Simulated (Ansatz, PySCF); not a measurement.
Species: CH2N, net charge 0, doublet state. SMILES: [N][CH2]
Coordinates optimised at B3LYP-D3(BJ)/def2-TZVP (Ansatz, a quantum-chemistry and plane-wave program):
```xyz
4

C     -0.0120     0.0143    -0.5005
N      0.0177    -0.0210     0.7362
H      0.8654     0.3150    -1.0886
H     -0.9171    -0.2537    -1.0620
```
Charge 0, spin multiplicity 2.

Property: size of the dipole moment, in D. Terms: UHF or UKS for open shells; no dispersion term unless named; spin-orbit terms left out; LANL2DZ all-electron up to Ne; 6-311+G** with 5d; six Cartesian d functions in 6-31G* and its kin unless marked 5d; non-relativistic. First-principles rows: single points at B3LYP-D3(BJ) geometries (Ansatz).

```csv
level,program,size of the dipole moment (D)
PBE/STO-3G,Ansatz,1.83
PBE/3-21G,Ansatz,2.24
PBE/LANL2DZ,Ansatz,2.65
PBE/6-31G*,Ansatz,2.31
PBE/def2-SVP,Ansatz,2.27
PBE/6-311+G**,Ansatz,2.53
BP86/6-31G* (5d),PySCF,2.32
B3LYP/6-31G*,Ansatz,2.35
B3LYP/6-31+G*,Ansatz,2.57
B3LYP/6-311+G**,Ansatz,2.57
PBE0/6-311+G**,Ansatz,2.55
M06-2X/6-311+G**,PySCF,2.56
B3PW91/6-31G* (5d),PySCF,2.38
```

No value to compare with is used here. The 13 habitual levels span 1.83 (PBE/STO-3G) to 2.65 D (PBE/LANL2DZ).

The levels are drawn from those run, B3LYP/6-31G* more often than the rest, none by its result; left out are runs that failed, that the program found above a lower state of the same kind, or whose <S^2> lies over 0.5 above the pure value.
